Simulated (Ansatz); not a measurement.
`O[SiH](O)O[Si](F)(F)F` → `O[Si](F)(F)F` + `O[Si]O`  (silylene formation by 1,1-elimination)

Computed with Ansatz on PBE0-D4/def2-TZVP structures; ΔE is electronic, products minus reactants. CCSD(T)/CBS adds triple-zeta CCSD(T) − MP2 to the extrapolated MP2 energy (def2 sets, frozen cores). This one scheme is used for every species. DFT in def2-TZVPP. HSE06 is defined as in plane-wave codes. One conformer a species, not always the lowest.

`O[SiH](O)O[Si](F)(F)F`:

Z-matrix (Å, degrees):
```
Si
O 1 1.632
O 1 1.636 2 103.7
O 1 1.626 2 113.7 3 120.5
H 1 1.469 2 113.4 3 -118.9
H 2 0.958 1 119.0 3 -179.3
Si 3 1.591 1 147.1 2 -0.9
H 4 0.959 1 119.3 2 -59.1
F 7 1.571 3 111.4 1 64.0
F 7 1.569 3 109.4 1 -176.9
F 7 1.569 3 112.0 1 -57.2
```

`O[Si](F)(F)F`:

Cartesian coordinates in Å:
```
O 0.279 1.162 0.440
Si 0.053 -0.284 -0.217
F -1.364 -0.425 -0.882
F 0.179 -1.446 0.835
F 1.148 -0.480 -1.317
H -0.295 1.472 1.141
```

`O[Si]O`:

Z-matrix (Å, degrees):
```
O
Si 1 1.642
H 1 0.964 2 117.5
O 2 1.663 1 99.4 3 0.0
H 4 0.960 2 116.1 1 180.0
```

Task: Is it downhill or uphill in electronic energy at CCSD(T)/CBS, and by how much? (An estimate is asked.)

Result: The calculation gave: Uphill: ΔE = +2.82 eV.

Task: What do these levels give: revPBE-D4, PBE0-D4, r2SCAN0-D4, HSE06-D4, ωB97X-V, B2PLYP, PBE-QIDH, BLYP, BHLYP, LC-ωPBE, HF/def2-SVP, MP2/def2-QZVPP? (Best estimate.)

Result: Computed: revPBE-D4 2.54, PBE0-D4 2.80, r2SCAN0-D4 3.02, HSE06-D4 2.79, ωB97X-V 2.86, B2PLYP 2.71, PBE-QIDH 2.93, BLYP 2.30, BHLYP 2.87, LC-ωPBE 2.86, HF/def2-SVP 2.90, MP2/def2-QZVPP 2.93 eV.

Task: What do rigid-rotor, harmonic-oscillator terms from PBE0-D4/def2-TZVP frequencies (298.15 K, 1 bar) make of the CCSD(T)/CBS value? (Best estimate.)

Result: Computed: ΔZPE = -0.03 eV, ΔH = +2.80 eV, ΔS = 149 J/(mol·K), ΔG = +2.34 eV. Modes under 50 cm⁻¹ make the entropy rough.

Largest T1 diagnostic among the species: 0.015.

From r2SCAN to r2SCAN0 (25 % exact exchange), in def2-TZVPP and without D4, ΔE moves by +0.10 eV. At CCSD(T), def2-SVP lies −0.19 eV from the extrapolated value and def2-TZVPP −0.05 eV. In def2-TZVPP, CCSD(T) changes the Hartree–Fock value by −0.22 eV (the triples alone add −0.03 eV) and MP2 by −0.09 eV.
